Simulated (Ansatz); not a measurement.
A CCSD(T) single point on CH7SbSi (`[SiH3][CH2][SbH2]`).

```yaml
crystal:
  periodic: [false, false, false]
  atoms:
    - {symbol: Si, position_ang: [-1.049476, 0.231422, -0.643509]}
    - {symbol: C, position_ang: [0.274159, -0.944943, -0.058808]}
    - {symbol: Sb, position_ang: [1.800848, -0.028628, 1.182122]}
    - {symbol: H, position_ang: [-2.065337, -0.460639, -1.488347]}
    - {symbol: H, position_ang: [-0.440023, 1.322135, -1.449561]}
    - {symbol: H, position_ang: [-1.747406, 0.832190, 0.523869]}
    - {symbol: H, position_ang: [0.796820, -1.400413, -0.903959]}
    - {symbol: H, position_ang: [-0.155402, -1.758119, 0.532077]}
    - {symbol: H, position_ang: [0.676670, 0.825531, 2.149857]}
    - {symbol: H, position_ang: [1.992346, 1.330365, 0.159161]}
basis:
  gaussian: {orbitals: def2-SVP}
correlation: {method: ccsd_t}
```

```sh
$ ansatz run in.yaml --threads 2 --pin off --events-out ev --progress --plain --max-ram 4352MiB
```

Log, shortened:

```
Functional definition: HF
1011 factors; integrals over basis functions are off by at most 1.1e-3 eV
mean field evaluation 1: about -15508.3712 eV, gradient 2.1e1 eV
mean field evaluation 2: about -15508.3783 eV, gradient 2.1e1 eV
mean field evaluation 4: about -15509.9875 eV, gradient 2.8e0 eV
mean field evaluation 8: about -15510.0211 eV, gradient 8.9e-2 eV
mean field evaluation 16: about -15510.0135 eV, gradient 3.0e-1 eV
mean field -15510.02118988 eV, -569.9827656583 hartree, gradient 5.4e-6 eV, S^2 0.000000; 0 other end points of the search recorded, 0 dependent functions left out
10 core orbitals not correlated: weight in the atoms' cores, before any rotation towards them, 1.000 or more for the frozen orbitals, at most 0.000 for the correlated occupied ones
reference -15510.02118988 eV, -569.9827656583 hartree; 15, 15 occupied and 68, 68 virtual orbitals, 1011 factors
second order -10.23850746 eV of doubles, -0.00000000 eV of singles
cycle   1  -11.26262621 eV  change    -1.0e0 eV  update   8.7e-2
cycle   2  -11.70301423 eV  change   -4.4e-1 eV  update   2.9e-2
cycle   3  -11.74874370 eV  change   -4.6e-2 eV  update   9.5e-3
cycle   4  -11.74695087 eV  change    1.8e-3 eV  update   3.2e-3
cycle   5  -11.74640053 eV  change    5.5e-4 eV  update   9.1e-4
cycle   6  -11.74623564 eV  change    1.6e-4 eV  update   3.0e-4
cycle   7  -11.74624870 eV  change   -1.3e-5 eV  update   9.3e-5
cycle   8  -11.74625802 eV  change   -9.3e-6 eV  update   3.0e-5
perturbative correction -0.34151407 eV, -0.0125504106 hartree
Total energy: -15522.10896198 eV, -570.4269830893 hartree
```

It took 5.5 s on 2 threads of an Arm Neoverse V1 on a shared host, with 0.41 GiB of host memory at the peak.

Correlation energy per correlated electron: -0.403 eV. T1 diagnostic: 0.0099.
